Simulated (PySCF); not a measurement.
Isomers of C6H10N2O, mass 126.079 u with the commonest isotopes. Level of theory: PBE0/pcSseg-1 in PySCF (dipole) on a GFN2-xTB geometry, gas phase. One conformer each, none proved a minimum here; rigid rotors.

Question: Order these by dipole moment, smallest first.
A. `[CH2:1]=[CH:2][C:3]1=[N:4][NH:5][CH2:6][C@@H:7]1[O:8][CH3:9]` with C1–C2–C3–N4 180°, C6–C7–O8–C9 79°
B. `[CH3:1][C@H:2]([CH2:3][C:4]#[N:5])[CH2:6][C:7]([NH2:8])=[O:9]` with C1–C2–C3–C4 -65°, C1–C2–C6–C7 -172°, C2–C6–C7–N8 -174°, C6–C7–N8–H 3° and 179°
C. `[CH3:1]/[N:2]=[CH:3]/[C@@H:4]1[CH2:5][NH:6][C:7](=[O:8])[CH2:9]1` with N2–C3–C4–C5 -121°, C3–C4–C5–N6 -92°, C4–C5–N6–C7 -19°, C5–N6–C7–O8 -177°, N6–C7–C9–C4 14°
D. `[CH3:1][O:2][c:3]1[cH:4][c:5]([CH3:6])[n:7]([CH3:8])[n:9]1` with C1–O2–C3–C4 180°
E. `[CH2:1]=[CH:2][N:3]1[CH2:4][C@@H:5]([O:6][CH3:7])[CH:8]=[N:9]1` with C1–C2–N3–C4 3°, C4–C5–O6–C7 -80°

Answer: D (2.62 D), E (2.99 D), A (3.18 D), C (3.34 D), B (3.54 D).

Question: Order these by rotational constant C, smallest first.
A. `[CH3:1]/[N:2]=[CH:3]/[C@@H:4]1[CH2:5][NH:6][C:7](=[O:8])[CH2:9]1` with N2–C3–C4–C5 -121°, C3–C4–C5–N6 -92°, C4–C5–N6–C7 -19°, C5–N6–C7–O8 -177°, N6–C7–C9–C4 14°
B. `[CH3:1][O:2][c:3]1[cH:4][c:5]([CH3:6])[n:7]([CH3:8])[n:9]1` with C1–O2–C3–C4 180°
C. `[CH2:1]=[CH:2][C:3]1=[N:4][NH:5][CH2:6][C@@H:7]1[O:8][CH3:9]` with C1–C2–C3–N4 180°, C6–C7–O8–C9 79°
D. `[CH2:1]=[CH:2][N:3]1[CH2:4][C@@H:5]([O:6][CH3:7])[CH:8]=[N:9]1` with C1–C2–N3–C4 3°, C4–C5–O6–C7 -80°

Answer: A (815.8 MHz), D (839.4 MHz), B (883.0 MHz), C (969.6 MHz).

Question: Order these by out-of-plane moment Σ m c² = (Ia + Ib − Ic)/2, largest first.
A. `[CH2:1]=[CH:2][C:3]1=[N:4][NH:5][CH2:6][C@@H:7]1[O:8][CH3:9]` with C1–C2–C3–N4 180°, C6–C7–O8–C9 79°
B. `[CH3:1]/[N:2]=[CH:3]/[C@@H:4]1[CH2:5][NH:6][C:7](=[O:8])[CH2:9]1` with N2–C3–C4–C5 -121°, C3–C4–C5–N6 -92°, C4–C5–N6–C7 -19°, C5–N6–C7–O8 -177°, N6–C7–C9–C4 14°
C. `[CH3:1][O:2][c:3]1[cH:4][c:5]([CH3:6])[n:7]([CH3:8])[n:9]1` with C1–O2–C3–C4 180°
D. `[CH3:1][C@H:2]([CH2:3][C:4]#[N:5])[CH2:6][C:7]([NH2:8])=[O:9]` with C1–C2–C3–C4 -65°, C1–C2–C6–C7 -172°, C2–C6–C7–N8 -174°, C6–C7–N8–H 3° and 179°
E. `[CH2:1]=[CH:2][N:3]1[CH2:4][C@@H:5]([O:6][CH3:7])[CH:8]=[N:9]1` with C1–C2–N3–C4 3°, C4–C5–O6–C7 -80°

Answer: D (76.46 u·Å²), B (46.95 u·Å²), E (15.02 u·Å²), A (13.24 u·Å²), C (4.75 u·Å²).

```
                SMILES  point group  Ia (u·Å²)  Ib (u·Å²)  Ic (u·Å²)      κ  μa (D)  μb (D)  μc (D)
  C=CN1C[C@@H](OC)C=N1           C1     144.73     487.42     602.10  -0.85    1.92    1.72    1.52
    C=CC1=NNC[C@@H]1OC           C1     270.50     277.18     521.20   0.90    2.36    2.01    0.69
   C[C@H](CC#N)CC(N)=O           C1     222.73     458.05     527.87  -0.78    2.20    2.19    1.69
       COc1cc(C)n(C)n1           Cs     141.03     440.81     572.33  -0.80    2.45    0.91    0.00
C/N=C/[C@@H]1CNC(=O)C1           C1     137.03     576.36     619.49  -0.96    2.10    2.56    0.45
```
